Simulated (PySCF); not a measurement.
A geometry optimisation on `[F][Al-]([F])([F])[F]` ([AlF4]-).

Computed with PBE0-D3(BJ)/def2-SVP geometry optimisation, gas phase (PySCF 2.14.0). Start geometry: GFN2-xTB. The input is one job of a driver script: a line of settings, then coordinates in Å.

Input:
```
{"job": {"xc": "PBE0", "basis": "def2-SVP", "d3": "d3bj", "grid": 1, "maxiter": 40, "kind": "geom"}, "charge": -1, "multiplicity": 1}
Al    -0.000060     0.000070     0.000150
F      0.012000    -0.018490     1.683050
F      1.583790     0.010900    -0.569420
F     -0.801320     1.377250    -0.543040
F     -0.794410    -1.369730    -0.570750
```

Output:
```
step   0  E = -641.29904810  max force = 0.007606
step   1  E = -641.29943062  max force = 0.001534
step   2  E = -641.29945121  max force = 0.000080
step   3  E = -641.29945226  max force = 0.000073
optimisation converged
```

Energies in Eh; «max force» is the largest Cartesian gradient component in Eh/bohr.

Problem. Give the first gradient maximum in eV/Å.

Solution. With 1 Eh/bohr = 51.422 eV/Å, 0.391 eV/Å.

Problem. How much energy does the optimisation release, in kJ/mol?

Solution. E(step 0) − E(last step) = 0.000404 Eh, which is 1.1 kJ/mol.

Summary of the converged run: final energy -641.29945 Eh after 3 steps.

Problem. Where do the atoms end?

Solution. 0.012 Å rms from the input after alignment:
```
atom  x, y, z in Å
Al1    0.0001   -0.0002   -0.0005
F2     0.0114   -0.0084    1.6959
F3     1.5953    0.0100   -0.5788
F4    -0.8091    1.3857   -0.5513
F5    -0.7977   -1.3871   -0.5654
```

Problem. How long does this job take on one thread of an x86-64 server, shared host?

Solution. About 5.9 s.
Labels such as C1 count atoms from 1, the log's own numbers from 0.
